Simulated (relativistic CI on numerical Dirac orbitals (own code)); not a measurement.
One change at a time: Ge6+

Base calculation: Dirac-Coulomb-Breit CI, separate exchange-only KLI orbitals for each configuration, QED by a radiative potential, unscaled Slater integrals.

Configuration list (outside the closed core [Ne]): 3s2.3p6.3d8, 3s2.3p6.3d7.4s, 3s2.3p5.3d9, 3s2.3p6.3d7.4p, 3s2.3p6.3d7.4d, 3s2.3p4.3d10, 3s.3p6.3d9, 3s2.3p6.3d7.5s, 3s2.3p6.3d7.5p, 3s2.3p6.3d7.4f, 3s2.3p6.3d7.5d, 3s2.3p6.3d6.4s2, 3s2.3p6.3d7.5f, 3s2.3p6.3d7.5g, 3s2.3p6.3d6.4s.4p, 3s2.3p6.3d6.4p2. Levels of other configurations are missing.

The lowest level and the first level of each name with at least 55 % of one term (blank where a level has no safe partner in the second run):

```
              Level  Base (cm⁻¹)  Shift (cm⁻¹)
   3s2.3p6.3d8 3F_4            0             0
   3s2.3p6.3d8 3F_3         3996            +4
   3s2.3p6.3d8 3F_2         6396           +93
   3s2.3p6.3d8 1D_2        23217         +3380
   3s2.3p6.3d8 3P_2        30153         +2926
   3s2.3p6.3d8 3P_1        30906         +2738
   3s2.3p6.3d8 3P_0        31462         +2795
   3s2.3p6.3d8 1G_4        41356           +32
   3s2.3p6.3d8 1S_0        87550        +11103
3s2.3p6.3d7.4s 5F_5       386481          -275
3s2.3p6.3d7.4s 5F_4       389158          -270
3s2.3p6.3d7.4s 5F_3       391290          -272
3s2.3p6.3d7.4s 5F_2       392815          -272
3s2.3p6.3d7.4s 5F_1       393795          -273
3s2.3p6.3d7.4s 3F_4       399450           +41
3s2.3p6.3d7.4s 3F_3       403071           +43
3s2.3p6.3d7.4s 3F_2       405433           +47
3s2.3p6.3d7.4s 5P_3       418709          +300
3s2.3p6.3d7.4s 5P_2       419342          +281
3s2.3p6.3d7.4s 5P_1       420780          +292
3s2.3p6.3d7.4s 3G_5       422354          -157
3s2.3p6.3d7.4s 3G_4       423660          -142
```

At this charge configurations can still be misplaced by up to about 7 % of their energy. Terms inside the open d or f shell come out 10 to 20 % too wide with unscaled integrals. 43 of the 48 excited levels that our extract of the measured tables holds in this range could be paired (the sources list more); they are missed by 3951 cm⁻¹ on average and 8803 at most, and levels without a partner can miss by more.

Task: One thing was changed in a second run, which moved the levels as shown. Which?
A. one mean potential for all configurations
B. QED terms removed
C. Breit term removed
D. configuration mixing switched off

Result: D. Configuration mixing switched off. Without mixing, levels that were pushed by configurations of the same parity and J return to their single-configuration places.

LS names give the leading component of a level, which can be under half, so a name can repeat, a term be missing and a line seem to break the LS rules.
